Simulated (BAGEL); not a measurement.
Worked example: vertical ionisation energy of C4H5NO2 (succinimide)

C4H5NO2: 12 atoms, total charge 0, spin state singlet. As SMILES, `O=C1CCC(=O)N1`. The coordinates come from a PBE0-D4/def2-TZVP relaxation.

```xyz
12

O     1.6393   -0.8711    1.6920
C     0.8854   -0.4081    0.8808
C    -0.3503   -1.0526    0.2855
C    -0.9203   -0.0207   -0.6817
C     0.0154    1.1688   -0.6001
O    -0.0583    2.2062   -1.1991
N     1.0012    0.8455    0.3120
H    -0.0541   -1.9868   -0.1940
H    -1.0287   -1.3133    1.0994
H    -0.9546   -0.3615   -1.7176
H    -1.9259    0.3146   -0.4231
H     1.7509    1.4789    0.5460
```

Both states at this one shape; open shells run unrestricted unless said. 1 Eh = 27.2114 eV.

| level | program | singlet C4H5NO2 (Eh) | doublet [C4H5NO2]+ (Eh) | HOMO of the first (eV) |
| --- | --- | --- | --- | --- |
| HF/pcseg-1 (density fitting with tzvpp-jkfit) | BAGEL | -358.502514 | -358.117872 | -11.94 |
| HF/aug-pcseg-1 (density fitting with tzvpp-jkfit) | BAGEL | -358.533198 | -358.154238 | -11.85 |
| HF/pcseg-2 (density fitting with tzvpp-jkfit) | BAGEL | -358.726480 | -358.348428 | -11.84 |

Task: Work out the vertical ionisation energy at each level.

Result: 
1. HF/pcseg-1 (density fitting with tzvpp-jkfit): -358.117872 − (-358.502514) = 0.384642 Eh = 10.47 eV; −ε(HOMO) = 11.94 eV.
2. HF/aug-pcseg-1 (density fitting with tzvpp-jkfit): -358.154238 − (-358.533198) = 0.378960 Eh = 10.31 eV; −ε(HOMO) = 11.85 eV.
3. HF/pcseg-2 (density fitting with tzvpp-jkfit): -358.348428 − (-358.726480) = 0.378052 Eh = 10.29 eV; −ε(HOMO) = 11.84 eV.

No measured value is set beside it here; the levels span 10.29 to 10.47 eV. In Hartree–Fock, −ε(HOMO) (Koopmans) exceeds the difference of totals by the orbital relaxation of the ion.
